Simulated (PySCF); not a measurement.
# Potential energy of RbCl along the bond

Set-up: PySCF, scalar-relativistic core potentials, basis sets Rb def2-SVP with ECP28, Cl def2-SVP. Energies in eV from Rb + Cl in their ground configurations at the same level. State: ¹Σ⁺ (singlet), closed shell.

```csv
R (Å),r²SCAN
2.429,-3.535
2.542,-3.931
2.655,-4.145
2.740,-4.221
2.825,-4.246
2.910,-4.231
3.023,-4.168
3.164,-4.042
3.333,-3.849
3.559,-3.561
```

Put a parabola through the three lowest points of the r²SCAN curve and estimate Re, k and ωe (reduced mass 24.77 u; 1 eV/Å² = 0.16022 mdyn/Å; ωe = 1302.8·√(k/μ) cm⁻¹).

Through R = 2.74, 2.825, 2.91 Å the second-order coefficient is 2.77 eV/Å², so Re ≈ 2.836 Å, k ≈ 0.887 mdyn/Å and ωe ≈ 247 cm⁻¹. A polynomial fit of higher order to the unrounded r²SCAN energies gives Re = 2.832 Å, k = 0.845 mdyn/Å, ωe = 241 cm⁻¹; anharmonicity and rounding make the difference.

The higher-order fit for each curve: r²SCAN: Re = 2.832 Å, ωe = 241 cm⁻¹, De = 4.25 eV.
